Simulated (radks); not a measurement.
Values are calculated unless marked as measured or tabulated.
Species: Ge3+. Configuration: [Ne] 3s2 3p5 3d10 4s1 5s1 (not the ground configuration). Level of theory: Dirac Kohn-Sham, BLYP, spin-unpolarised, spherical densities, point nucleus; open shells fill j = l - 1/2 first (a radial shooting solver on a logarithmic mesh with Libxc functionals). Some entries of the table are withheld. Estimate them.

orbital,occ.,eigenvalue (eV),r(max) (bohr),<r^2> (bohr^2)
1s1/2,2,-11020.10,0.03072,0.002972
2s1/2,2,(1),0.1761,0.05194
2p1/2,2,(2),0.1390,0.04028
2p3/2,4,(3),0.1420,0.04177
3s1/2,2,-220.4149,0.5406,0.4412
3p1/2,2,-170.3808,0.5347,0.4677
3p3/2,3,-165.9831,0.5430,0.4826
3d3/2,4,-80.5616,0.4941,0.5921
3d5/2,6,-79.9258,0.4967,0.5990
4s1/2,1,-48.3348,1.540,3.396
5s1/2,1,-19.5800,3.607,(4)

Answer. 
(1) 2s1/2 eigenvalue (eV): -1426.625
(2) 2p1/2 eigenvalue (eV): -1275.839
(3) 2p3/2 eigenvalue (eV): -1243.874
(4) 5s1/2 <r^2> (bohr^2): 15.73
